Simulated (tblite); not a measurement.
Input of a run (GFN2-xTB geometry optimisation, gas phase (tblite 0.8.0)), started from a force field or distance geometry:
```
{"job": {"kind": "relax", "xc": "GFN2-xTB", "basis": "xTB"}, "charge": 0, "multiplicity": 1}
F     -1.969300    -1.823600    -1.345300
C     -1.904000    -0.992500    -0.285400
C     -1.685400     0.505000    -0.585800
C     -0.800000     0.581200     0.665100
C      0.414300     1.486600     0.733200
C      1.518300     1.038300    -0.224300
C      1.869500    -0.433500    -0.022200
C      0.686300    -1.312900    -0.381100
C     -0.527100    -0.951500     0.471700
H     -2.742300    -1.165300     0.417900
H     -2.602500     1.119500    -0.555800
H     -1.183600     0.695300    -1.535500
H     -1.421000     0.762900     1.577200
H      0.127300     2.519000     0.496400
H      0.810100     1.500900     1.750400
H      1.217700     1.208800    -1.249700
H      2.416900     1.654000    -0.044100
H      2.162200    -0.617000     1.023200
H      2.724400    -0.698200    -0.643100
H      0.469400    -1.189400    -1.447200
H      0.929000    -2.367400    -0.234700
H     -0.520600    -1.500800     1.418300
```

Output (eV, eV/Å):
```
step      E/eV     max force
  0    -775.48699    1.645
  1    -775.56377    0.573
  2    -775.58562    0.394
  3    -775.60304    0.243
  4    -775.60799    0.191
  5    -775.61084    0.149
  6    -775.61333    0.143
  7    -775.61633    0.193
  8    -775.61897    0.167
  9    -775.62101    0.101
 10    -775.62255    0.094
 11    -775.62395    0.106
 12    -775.62535    0.102
 13    -775.62665    0.097
 14    -775.62766    0.067
 15    -775.62838    0.064
 16    -775.62897    0.059
 17    -775.62950    0.049
 18    -775.62997    0.044
 19    -775.63038    0.046
 20    -775.63079    0.049
 21    -775.63126    0.049
 22    -775.63188    0.054
 23    -775.63261    0.065
 24    -775.63332    0.074
 25    -775.63388    0.062
 26    -775.63427    0.039
 27    -775.63456    0.039
 28    -775.63483    0.033
 29    -775.63513    0.043
 30    -775.63548    0.048
 31    -775.63588    0.047
 32    -775.63629    0.044
 33    -775.63667    0.044
 34    -775.63701    0.039
 35    -775.63731    0.035
 36    -775.63754    0.028
 37    -775.63773    0.025
 38    -775.63787    0.032
 39    -775.63798    0.030
 40    -775.63807    0.023
 41    -775.63813    0.017
 42    -775.63818    0.013
 43    -775.63822    0.011
 44    -775.63825    0.010
```

Question: Summarise the run.

Answer: The energy falls by 3.5 kcal/mol over 44 L-BFGS steps, the largest force on an atom goes from 1.65 to 0.010 eV/Å, and the atoms move by 0.094 Å rms after alignment. The bond that changes most is C2–C9 (sp3 C–F carbon to sp3 carbon at a ring junction), which shortens by 0.031 Å. Bonds longer at the end by more than 0.005 Å: 5 of 23; shorter: 8. Among the angles that change most is F1–C2–H10, from 111.5° to 106.2°. Among the dihedrals that turn most is H10–C2–C3–C4, from 86° to 97°. The energy never rose by more than 1e-5 eV on the way. The first step brought 51 % of the lowering.

Question: What are the final bond lengths?

Answer: F1–C2 1.374 Å, C2–C3 1.529 Å, C3–C4 1.540 Å, C4–C5 1.522 Å, C5–C6 1.525 Å, C6–C7 1.524 Å, C7–C8 1.525 Å, C8–C9 1.528 Å, C2–C9 1.541 Å, C4–C9 1.548 Å, C2–H10 1.094 Å, C3–H11 1.087 Å, C3–H12 1.087 Å, C4–H13 1.093 Å, C5–H14 1.093 Å, C5–H15 1.093 Å, C6–H16 1.092 Å, C6–H17 1.092 Å, C7–H18 1.092 Å, C7–H19 1.091 Å, C8–H20 1.091 Å, C8–H21 1.091 Å, C9–H22 1.091 Å. Numbering counts from 1 in the input's order; the species is `F[C@@H]1C[C@@H]2CCCC[C@@H]21`.

Its GFN2-xTB frequencies are all real (lowest 96 cm⁻¹). One conformer, not necessarily the lowest.

The numbers are calculated, not measured.
